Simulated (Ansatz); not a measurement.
This geometry of C$_{3}$H$_{7}$AlO (12 atoms, charge 0, multiplicity 1) is a first-order saddle point.

Computed with Ansatz 0.2.0, RKS CAM-B3LYP-D4/STO-3G.

```xyz
12
Properties=species:S:1:pos:R:3
C -0.247 0.454 1.548
C -0.237 0.111 0.258
C -0.676 1.156 -0.784
Al 0.320 -1.625 -0.314
O 1.940 -1.854 -0.723
H 0.053 -0.232 2.347
H -0.555 1.445 1.898
H 0.138 1.377 -1.491
H -1.526 0.789 -1.378
H -0.976 2.099 -0.310
H -0.575 -2.807 -0.428
H 2.418 -0.968 -0.588
```

Problem. Which two structures does it join? (They come from a converged band through this point; their orientation in space is the band's.)

Solution. No bond is made or broken. The dihedral C3–C2–Al4–O5 goes from 0 to 179°.

Image 0:

```xyz
12
Properties=species:S:1:pos:R:3
C -0.472 0.209 1.695
C -0.115 0.073 0.415
C -0.094 1.324 -0.482
Al 0.356 -1.636 -0.281
O 0.809 -1.769 -1.901
H -0.507 -0.640 2.387
H -0.752 1.171 2.141
H 0.910 1.495 -0.900
H -0.782 1.213 -1.334
H -0.386 2.226 0.070
H 0.347 -2.880 0.533
H 0.762 -0.841 -2.310
```

Image 6:

```xyz
12
Properties=species:S:1:pos:R:3
C -0.384 0.468 1.320
C -0.052 0.241 0.046
C -0.042 1.427 -0.936
Al 0.405 -1.504 -0.573
O 0.413 -2.777 0.533
H -0.412 -0.328 2.073
H -0.651 1.459 1.703
H 0.955 1.561 -1.381
H -0.743 1.254 -1.767
H -0.324 2.367 -0.443
H 0.759 -1.826 -1.981
H 0.154 -2.398 1.440
```

Problem. How far does it lie above each of them?

Solution. 0.065 eV above the first and 0.068 eV above the second. This is the barrier of this one path; another mechanism may lie lower. Limits of this set-up: minimal basis.

The run took 2.3 min on 1 CPU thread of a shared host.
